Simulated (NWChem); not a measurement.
Molecule: CdSiH3F; SMILES [F][Cd][SiH3]

All runs: NWChem. Medium grid unless said otherwise, to which SCAN and Minnesota functionals are sensitive. Coordinates come from a PBE0/def2-SVP optimisation. def2 effective core potentials on Cd; no spin-orbit coupling. Total energies of different functionals are on different scales.

| level | energy (Ha) | highest occupied level (eV) | orbital gap (eV) | dipole (D) |
|---|---|---|---|---|
| B3LYP/def2-SVP | -558.7876 | -8.02 | 6.86 | 2.56 |
| PBE/def2-SVP | -558.4605 | -7.16 | 5.45 | 2.36 |
| LC-BLYP (range parameter 0.33 per bohr)/def2-SVP | -558.1156 | -10.36 | 11.04 | 2.37 |
| r2SCAN/def2-SVP | -558.6976 | -7.43 | 6.02 | 2.51 |
| SCAN/def2-SVP | -558.7300 | -7.49 | 6.03 | 2.59 |
| Hartree-Fock/def2-SVP | -556.7846 | -10.42 | (withheld) | 2.59 |
| TPSS/def2-SVP | -558.6760 | -7.22 | 5.71 | 2.27 |

Q: Some entries are withheld; supply them.

A: 
- Hartree-Fock/def2-SVP, orbital gap (eV): 11.86
